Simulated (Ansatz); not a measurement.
Ideal-gas functions of CH₃BBrClSi, SMILES `ClB1[SiH2]C1Br` at 500 K and 1 bar, from an Ansatz frequency run at PBE0-D4/def2-TZVP.

Molar mass 169.29 g/mol, point group C1 (symmetry number 1), electronic degeneracy 1, moments of inertia 214.711, 442.09, 633.985 u Å². Harmonic wavenumbers (cm⁻¹, unscaled): 78, 139, 180, 364, 435, 460, 497, 560, 605, 718, 745, 885, 930, 1112, 1310, 2237, 2265, 3112.

Use S(trans) = R[1.5 ln M + 2.5 ln T − 1.1517]; rotational temperatures θ = 24.2544 K / I; S(rot) = R[ln(√π/σ · √(T³/θAθBθC)) + 1.5]; for each mode x = 1.438777 ν̃/T, S = R[x/(eˣ − 1) − ln(1 − e⁻ˣ)] and H = RT x/(eˣ − 1); 1 cm⁻¹ = 0.0119627 kJ/mol; R = 8.31446 J/(mol·K).

Question: By hand: the entropy, in J/(mol·K).

Answer: Translation 183.6. Rotation: θ = 0.113, 0.0549, 0.0383 K, giving 129.4. Vibration, mode by mode: 20.75, 15.99, 13.88, 8.30, 6.97, 6.56, 6.01, 5.19, 4.68, 3.62, 3.40, 2.48, 2.24, 1.48, 0.93, 0.10, 0.09, 0.01, in all 102.7. Electronic 0.0. Sum 415.7 J/(mol·K).

Question: By hand: H − E and G − E in kJ/mol, counted from the electronic energy.

Answer: Zero-point energy ½ × 16632 × 0.0119627 = 99.5; thermal vibration 27.0; translation, rotation and pV give 4 RT = 16.6. H − E = 143.1 kJ/mol, and G − E = 143.1 − 500 × 415.7/1000 = -64.8 kJ/mol.

Vibration gives 25 % of the entropy, 36.7 J/(mol·K) of it from the modes under 150 cm⁻¹: soft modes count most, and the harmonic formula is weakest for them. The sum counts one conformer and one mirror image; others add a mixing term.
